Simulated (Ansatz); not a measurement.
Mulliken charges of CCl$_{2}$GaN, SMILES `N#[C][Ga]([Cl])[Cl]` from PBE/def2-TZVPP in Ansatz (PBE0-D4/def2-TZVP geometry).

| atom | x (Å) | y (Å) | z (Å) | charge (e) |
| --- | --- | --- | --- | --- |
| N1 | 0.910 | -1.318 | 1.914 | 0.056 |
| C2 | 0.493 | -0.715 | 1.025 | -0.222 |
| Ga3 | -0.199 | 0.289 | -0.456 | 0.498 |
| Cl4 | -1.735 | -0.526 | -1.643 | -0.166 |
| Cl5 | 0.582 | 2.197 | -0.882 | -0.166 |

By hand: the dipole of these point charges (1 e Å = 4.8032 D).

Σ q r = (0.034, -0.049, 0.072) e Å, of length 0.093 e Å = 0.45 D.

How does the dipole of the full density compare? (An estimate is asked.)

Computed: (-0.154, 0.224, -0.330) e Å, 2.05 D; the point charges give 0.22 times that, at 180° from its direction, so they point the opposite way.

Point charges leave out the atoms' own dipoles, such as those of lone pairs, and Mulliken's split depends on the basis, so the two needn't agree.
